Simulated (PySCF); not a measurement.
Match the calculated data to a structure.

All candidates are C5H16N2Si2.

* Valence photoelectron: vertical ionisation energy: 7.95 eV [ΔSCF PBE0/def2-SVPD]
* UV, first state: lowest singlet excitation: 5.70 eV (217 nm, f = 0.052) [TDDFT PBE0/def2-SVPD]
* Triplet: lowest triplet excitation (Tamm–Dancoff): 5.60 eV [TDA PBE0/def2-SVPD]
* Polarisability: 128.7 au [PBE0/def2-SVPD]
* NMR, other nuclei: isotropic shieldings of nuclei other than C and H, by class: 190 (1 N), 238 (1 N), 396 (1 Si), 438 (1 Si) ppm [GIAO KT3/pcSseg-1]
* Rotational structure: rotational constants A, B, C: 2.572, 0.580, 0.505 GHz [PBE0-D3(BJ)/def2-SVP]
* 13C NMR: chemical shifts (computed TMS as zero) by class: 49.7 (2 C), 27.7 (2 C), -5.3 (1 C) ppm [GIAO KT3/pcSseg-1]
* 1H NMR: chemical shifts (computed TMS as zero) by class: 4.80 (1 H), 3.75 (3 H), 3.27 (2 H), 2.92 (2 H), 1.52 (2 H), 1.47 (2 H), 0.35 (2 H), 0.08 (1 H), -0.05 (1 H) ppm [GIAO KT3/pcSseg-1]

Gas-phase values; electronic properties from PySCF, density fitting. Levels stand in brackets. The structure is a single PBE0-D3(BJ)/def2-SVP conformer in the gas phase; no vibrational or solvent corrections. NMR values are class means; diastereotopic atoms form classes of their own.

Question: Which candidate is it?
A. `CC[C@@H]1C[Si@H](NC)N[SiH2]1`
B. `N[Si@@H](C[SiH3])N1CCCC1`
C. `CN(C)[Si@@H]1CCC[Si@@H]1N`
D. `CN(C)[Si@@H]1CCC[Si@H]1N`
E. `C[C@@H]1C[SiH2]N[Si@@H]1N(C)C`

Answer: B. It is `N[Si@@H](C[SiH3])N1CCCC1`. Numbering: `[NH2:1][Si@@H:2]([CH2:3][SiH3:4])[N:5]1[CH2:6][CH2:7][CH2:8][CH2:9]1`. Its formula, C5H16N2Si2, gives 1 degree of unsaturation: 1 ring and 0 π bonds in the structure found. 5 carbons fall into 3 classes; from least to most shielded: ring sp3 carbon bound to nitrogen [C6/C9] (49.7 ppm, 2 C), ring CH2 carbon [C7/C8] (27.7 ppm, 2 C), chain sp3 carbon bound to silicon [C3] (-5.3 ppm). Hydrogen classes from least to most shielded: 1 H on an SiH silicon, Si2 (4.80 ppm), 3 H on an SiH3 silicon, Si4 (3.75 ppm), 2 H on 2 like atoms (sp3 carbon bound to nitrogen), C6/C9 (3.27 ppm, a mean of values up to 1.1 ppm apart in this geometry), 2 H on 2 like atoms (sp3 carbon bound to nitrogen), C6/C9 (2.92 ppm, a mean of values up to 0.6 ppm apart in this geometry), 2 H on 2 ring CH2 carbons, C7/C8 (1.52 ppm), 2 H on 2 ring CH2 carbons, C7/C8 (1.47 ppm), 2 H on a silicon-bound nitrogen, N1 (0.35 ppm), 1 H on an sp3 carbon bound to silicon, C3 (0.08 ppm), 1 H on an sp3 carbon bound to silicon, C3 (-0.05 ppm). The other shieldings belong to: 190 ppm, silicon-bound nitrogen [N5]; 238 ppm, silicon-bound nitrogen [N1]; 396 ppm, SiH silicon [Si2]; 438 ppm, SiH3 silicon [Si4]. The first electron is taken from the HOMO, whose largest Löwdin shares are 0.53 on a silicon-bound nitrogen, 0.08 on the SiH silicon and 0.07 on each of 2 atoms of one kind (sp3 carbon bound to nitrogen). The optimised geometry has point group C1 and is an asymmetric top.

The others, at the same levels:
- `C[C@@H]1C[SiH2]N[Si@@H]1N(C)C` fails: it has 4 carbon classes against 3; its computed 13C shifts are 38.4 (2 C), 22.4 (1 C), 20.3 (1 C), 16.9 (1 C) ppm, 1H shifts are 4.93 (1 H), 4.73 (1 H), 4.70 (1 H), 2.58 (6 H), 1.09 (3 H), 1.04 (1 H), 0.69 (1 H), 0.66 (1 H), 0.23 (1 H) ppm and static isotropic polarisability is 125.8 au (against 128.7 au).
- `CN(C)[Si@@H]1CCC[Si@@H]1N` fails: it has 4 carbon classes against 3; its computed 13C shifts are 41.7 (2 C), 22.4 (1 C), 19.8 (1 C), 19.3 (1 C) ppm, 1H shifts are 4.62 (1 H), 4.60 (1 H), 2.52 (6 H), 2.17 (1 H), 1.59 (1 H), 1.56 (1 H), 0.82 (1 H), 0.57 (1 H), 0.52 (1 H), -0.30 (2 H) ppm and lowest singlet excitation is 4.89 eV (254 nm, f = 0.008) (against 5.70 eV).
- `CN(C)[Si@@H]1CCC[Si@H]1N` fails: it has 4 carbon classes against 3; its computed 13C shifts are 42.2 (2 C), 26.5 (1 C), 21.7 (1 C), 19.8 (1 C) ppm, 1H shifts are 5.14 (1 H), 4.86 (1 H), 2.51 (6 H), 2.28 (1 H), 1.65 (1 H), 1.65 (1 H), 1.22 (1 H), 0.49 (1 H), 0.41 (1 H), -0.16 (2 H) ppm and lowest singlet excitation is 5.19 eV (239 nm, f = 0.005) (against 5.70 eV).
- `CC[C@@H]1C[Si@H](NC)N[SiH2]1` fails: it has 5 carbon classes against 3; its computed 13C shifts are 34.6 (1 C), 33.0 (1 C), 26.8 (1 C), 21.5 (1 C), 17.3 (1 C) ppm, 1H shifts are 4.86 (1 H), 4.80 (1 H), 4.57 (1 H), 2.78 (3 H), 1.70 (1 H), 1.33 (1 H), 1.05 (1 H), 1.02 (1 H), 0.92 (3 H), 0.23 (1 H), 0.14 (1 H), -0.10 (1 H) ppm and lowest singlet excitation is 5.89 eV (210 nm, f = 0.014) (against 5.70 eV).
